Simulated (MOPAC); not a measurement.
Input file for MOPAC: PM6 on H4P2 (SMILES PP), a point of a torsion scan.

```
PM6 1SCF PRECISE CHARGE=0 THREADS=1
H4P2

P     -1.05853401 1    -0.28339292 1    -0.59803945 1
P      1.10322746 1    -0.17010416 1    -0.44650996 1
H     -1.34335432 1     1.05083850 1    -0.30847757 1
H     -1.22922426 1    -0.68686972 1     0.72309634 1
H      1.17588335 1     0.67772015 1     0.65854180 1
H      1.21094913 1     0.87870197 1    -1.35513405 1
```

Program output:

```
*******************************************************************************
 **                                                                           **
 **                              MOPAC v23.2.5                                **
 **                                                                           **
 *******************************************************************************
 ** MOPAC's Digital Object Identifier: https://doi.org/10.5281/zenodo.6511958 **
 **                                                                           **
 ** Please cite the open-source release paper for use of this MOPAC version:  **
 ** J. E. Moussa and J. J. P. Stewart (2026)                                  **
 ** MOPAC: An open-source semiempirical molecular orbital program             **
 ** J. Open Source Softw., 11(119), 8025, https://doi.org/10.21105/joss.08025 **
 *******************************************************************************

                              PM6 CALCULATION RESULTS

 *******************************************************************************
 *  PM6        - The PM6 Hamiltonian to be used
 *
 *
 *
 *                 CHARGE ON SYSTEM = 0
 *
 *
 *
 *  PRECISE    - TIGHTER CRITERIA TO BE USED
 *  1SCF       - DO 1 SCF AND THEN STOP
 *  THREADS=1  - MULTI-THREADING NOT USED
 *  T=         - A TIME OF 172800.0 SECONDS REQUESTED
 *  DUMP=N     - RESTART FILE WRITTEN EVERY 7200.0 SECONDS REQUESTED
 *******************************************************************************
PM6 1SCF PRECISE CHARGE=0 THREADS=1
 H4P2

   ATOM   CHEMICAL          X               Y               Z
  NUMBER   SYMBOL      (ANGSTROMS)     (ANGSTROMS)     (ANGSTROMS)

     1       P         -1.05853401  *  -0.28339292  *  -0.59803945  *
     2       P          1.10322746  *  -0.17010416  *  -0.44650996  *
     3       H         -1.34335432  *   1.05083850  *  -0.30847757  *
     4       H         -1.22922426  *  -0.68686972  *   0.72309634  *
     5       H          1.17588335  *   0.67772015  *   0.65854180  *
     6       H          1.21094913  *   0.87870197  *  -1.35513405  *



          CARTESIAN COORDINATES

    NO.       ATOM           X           Y           Z

     1         P         -1.0585     -0.2834     -0.5980
     2         P          1.1032     -0.1701     -0.4465
     3         H         -1.3434      1.0508     -0.3085
     4         H         -1.2292     -0.6869      0.7231
     5         H          1.1759      0.6777      0.6585
     6         H          1.2109      0.8787     -1.3551

 General Reference for PM6:
 "Optimization of Parameters for Semiempirical Methods V: Modification of NDDO Approximations
 and Application to 70 Elements", J. J. P. Stewart, J. Mol. Mod., 13, 1173-1213 (2007)
 URL: https://link.springer.com/article/10.1007/s00894-007-0233-4

           Empirical Formula: H4 P2  =     6 atoms



      MOLECULAR POINT GROUP   :   C2


      RHF CALCULATION, NO. OF DOUBLY OCCUPIED LEVELS = 7


 -------------------------------------------------------------------------------
 PM6 1SCF PRECISE CHARGE=0 THREADS=1
 H4P2



     1SCF WAS SPECIFIED, SO BFGS WAS NOT USED
     SCF FIELD WAS ACHIEVED


                              PM6 CALCULATION
                                                       MOPAC v23.2.5 Linux




          FINAL HEAT OF FORMATION =          8.24496 KCAL/MOL =      34.49693 KJ/MOL


          COSMO AREA              =         91.96 SQUARE ANGSTROMS
          COSMO VOLUME            =         75.91 CUBIC ANGSTROMS

          IONIZATION POTENTIAL    =         10.064720 EV
          HOMO LUMO ENERGIES (EV) =        -10.065  2.259
          NO. OF FILLED LEVELS    =          7
          MOLECULAR WEIGHT        =         65.9791         POINT GROUP:  C2

          MOLECULAR DIMENSIONS (Angstroms)

            Atom       Atom       Distance
            H     6    H     4     3.56714
            H     3    H     5     2.53545
            P     2    H     5     1.29919


          SCF CALCULATIONS        =          1





   ATOM   CHEMICAL          X               Y               Z
  NUMBER   SYMBOL      (ANGSTROMS)     (ANGSTROMS)     (ANGSTROMS)

     1       P         -1.05853401  *  -0.28339292  *  -0.59803945  *
     2       P          1.10322746  *  -0.17010416  *  -0.44650996  *
     3       H         -1.34335432  *   1.05083850  *  -0.30847757  *
     4       H         -1.22922426  *  -0.68686972  *   0.72309634  *
     5       H          1.17588335  *   0.67772015  *   0.65854180  *
     6       H          1.21094913  *   0.87870197  *  -1.35513405  *

                             CARTESIAN COORDINATES

   1    P       -1.058534010    -0.283392920    -0.598039450
   2    P        1.103227460    -0.170104160    -0.446509960
   3    H       -1.343354320     1.050838500    -0.308477570
   4    H       -1.229224260    -0.686869720     0.723096340
   5    H        1.175883350     0.677720150     0.658541800
   6    H        1.210949130     0.878701970    -1.355134050


           Empirical Formula: H4 P2  =     6 atoms



      MOLECULAR POINT GROUP   :   C2


                  EIGENVALUES
 -24.19211 -20.58969 -15.59882 -14.85190 -13.14524 -10.19315 -10.06472   2.25936
   3.72185   3.89655   4.61218   4.97020 127.53959 127.64616 130.50747 130.71817
 134.18240 136.37015 139.63218 139.75111 142.20168 142.34400


              NET ATOMIC CHARGES AND DIPOLE CONTRIBUTIONS

  ATOM NO.   TYPE          CHARGE      No. of ELECS.   s-Pop       p-Pop       d-Pop
    1          P          -0.027215        5.0272     1.63563     3.37384     0.01775
    2          P          -0.027187        5.0272     1.63565     3.37379     0.01775
    3          H           0.005995        0.9940     0.99400
    4          H           0.021210        0.9788     0.97879
    5          H           0.005993        0.9940     0.99401
    6          H           0.021203        0.9788     0.97880
 DIPOLE           X         Y         Z       TOTAL
 POINT-CHG.    -0.012     0.129     0.082     0.153
 HYBRID        -0.238     2.452     1.567     2.919
 SUM           -0.251     2.580     1.649     3.072


          ATOMIC ORBITAL ELECTRON POPULATIONS

     Atom    s        px        py        pz      x^2-y^2     xz        z^2       yz        xy
    1  P   1.63563   1.03690   1.08414   1.25280   0.00587   0.00272   0.00454   0.00135   0.00327
    2  P   1.63565   1.08638   1.29517   0.99224   0.00522   0.00284   0.00203   0.00500   0.00266
    3  H   0.99400
    4  H   0.97879
    5  H   0.99401
    6  H   0.97880

 **********************
 *                    *
 * JOB ENDED NORMALLY *
 *                    *
 **********************




 == MOPAC DONE ==
```

The run finished.

Cost: about 0.020 core-seconds (a rough figure).
